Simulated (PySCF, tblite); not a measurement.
Isomers of C7H8F (doublet state). Level: GFN2-xTB in tblite, geometry and Hessian alike; calculated harmonic values, unscaled, isolated species. Errors from tens to a few hundred cm⁻¹ against measured bands are possible. One conformer each. Open shells enter through the occupations alone, without spin polarisation, and single modes of such species can be off by tens of per cent.

Electronic energies: B3LYP/pcH-1 single points on the GFN2-xTB geometries (PySCF, gas phase).

```json
{"SMILES": "C#CC/C(=[C]\\C)CF", "electronic energy, lowest = 0 (kcal/mol)": "52.8"}
{"SMILES": "FC1=CCC=CC[CH]1", "electronic energy, lowest = 0 (kcal/mol)": "0.0"}
{"SMILES": "C=C1[CH][C@@H](F)/C1=C/C", "electronic energy, lowest = 0 (kcal/mol)": "21.1"}
{"SMILES": "C#CC/C(=C\\[CH2])CF", "electronic energy, lowest = 0 (kcal/mol)": "32.1"}
{"SMILES": "F[C@@H]1[CH]CC=CC=C1", "electronic energy, lowest = 0 (kcal/mol)": "11.6"}
```

**Question.** How do GFN2-xTB zero-point energies change the relative energies?

**Answer.** 
| SMILES | ZPE (kcal/mol) | of it from modes above 1550 cm⁻¹ | electronic (kcal/mol) | with ZPE, lowest = 0 (kcal/mol) | lowest mode (cm⁻¹) | rings |
| --- | --- | --- | --- | --- | --- | --- |
| FC1=CCC=CC[CH]1 | 79.2 | 37.0 | 0.0 | 0.0 | 146 | 1 |
| F[C@@H]1[CH]CC=CC=C1 | 78.3 | 39.0 | 11.6 | 10.8 | 79 | 1 |
| C=C1[CH][C@@H](F)/C1=C/C | 77.2 | 37.5 | 21.1 | 19.2 | 77 | 1 |
| C#CC/C(=C\[CH2])CF | 76.4 | 38.1 | 32.1 | 29.3 | 23 | 0 |
| C#CC/C(=[C]\C)CF | 76.2 | 40.3 | 52.8 | 49.8 | 37 | 0 |

The zero-point energies span 3.0 kcal/mol, from `C#CC/C(=[C]\C)CF` to `FC1=CCC=CC[CH]1`. The order is unchanged.

**Question.** And how do the electronic energies of GFN2-xTB itself compare?

**Answer.** `FC1=CCC=CC[CH]1` 0.0; `F[C@@H]1[CH]CC=CC=C1` 17.5; `C=C1[CH][C@@H](F)/C1=C/C` 24.1; `C#CC/C(=C\[CH2])CF` 39.1; `C#CC/C(=[C]\C)CF` 58.6 kcal/mol, lowest = 0. Against the energies above, taken from the same isomer `FC1=CCC=CC[CH]1`, the largest difference is 7.0 kcal/mol.

**Question.** What do entropy and thermal enthalpy add at 298.15 K and 1 bar (rigid rotor, harmonic oscillator, one conformer each)?

**Answer.** 
| SMILES | point group | symmetry number | S (cal/(mol K)) | H − H(0) (kcal/mol) | ZPE + H − H(0) − TS (kcal/mol) |
| --- | --- | --- | --- | --- | --- |
| FC1=CCC=CC[CH]1 | Cs | 1 | 84.3 | 5.15 | 59.2 |
| F[C@@H]1[CH]CC=CC=C1 | C1 | 1 | 86.3 | 5.35 | 57.9 |
| C=C1[CH][C@@H](F)/C1=C/C | C1 | 1 | 91.6 | 5.99 | 55.9 |
| C#CC/C(=[C]\C)CF | C1 | 1 | 100.8 | 6.84 | 53.0 |

S holds R ln(2S + 1) for the spin.

Not tabulated: `C#CC/C(=C\[CH2])CF` (lowest mode only 23 cm⁻¹).
